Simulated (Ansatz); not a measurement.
Frontier orbitals of `C[C@@]12[C@H]3[C@H]4[C@H]5[C@@H]1[Zr]4532([OH])([Cl])[Cl]`.

Z-matrix (Å, degrees):
```
Zr
Cl 1 2.380
C 1 2.498 2 119.1
C 1 2.514 2 86.3 3 -44.7
C 1 2.527 2 88.6 3 -12.0
C 1 2.502 2 114.5 3 -61.3
O 1 1.912 2 105.5 3 94.4
Cl 1 2.376 2 106.7 3 -153.8
C 1 2.480 2 139.8 3 -34.1
H 3 1.081 1 117.8 2 99.6
H 4 1.081 1 117.5 2 -28.6
C 5 1.491 1 121.4 2 37.4
H 6 1.079 1 116.6 2 -90.9
H 7 0.954 1 154.3 2 -124.3
H 9 1.081 1 116.5 2 -172.9
H 12 1.091 5 111.3 1 -55.8
H 12 1.094 5 110.1 1 -175.5
H 12 1.091 5 111.5 1 65.1
```

Charge 0, multiplicity 1. Correlated methods include outer-core shells of Zr, which these sets cover unevenly. Zr takes the def2 core potential. The structure was optimised at the PBE0-D4/def2-TZVP level. It is one conformer, not always the lowest. Basis def2-TZVPP, the Gaussian-basis code of Ansatz.

```json
{"functional": "LDA (SPW92)", "HOMO (eV)": "-6.49", "LUMO (eV)": "-2.51", "gap (eV)": "3.98"}
{"functional": "PBE", "HOMO (eV)": "-6.32", "LUMO (eV)": "-2.26", "gap (eV)": "4.06"}
{"functional": "r2SCAN", "HOMO (eV)": "-6.53", "LUMO (eV)": "-2.12", "gap (eV)": "4.41"}
{"functional": "PBE0", "HOMO (eV)": "-7.40", "LUMO (eV)": "-1.43", "gap (eV)": "5.97"}
{"functional": "B3LYP", "HOMO (eV)": "-7.16", "LUMO (eV)": "-1.65", "gap (eV)": "5.51"}
{"functional": "CAM-B3LYP", "HOMO (eV)": "-8.60", "LUMO (eV)": "-0.37", "gap (eV)": "8.23"}
{"functional": "ωB97X-V", "HOMO (eV)": "-9.56", "LUMO (eV)": "0.65", "gap (eV)": "10.21"}
{"functional": "ωB97M-V", "HOMO (eV)": "-9.46", "LUMO (eV)": "0.55", "gap (eV)": "10.01"}
```

Against PBE, PBE0 changes HOMO and LUMO by −1.08 and +0.83 eV, ωB97M-V by −3.14 and +2.81 eV. A gap of 4.06 eV thus becomes 10.01 eV for the same molecule, so an orbital gap means little without its functional. A positive LUMO is unbound and depends on the basis.

B3LYP here is the variant with VWN-RPA as its local correlation; programs differ in this.
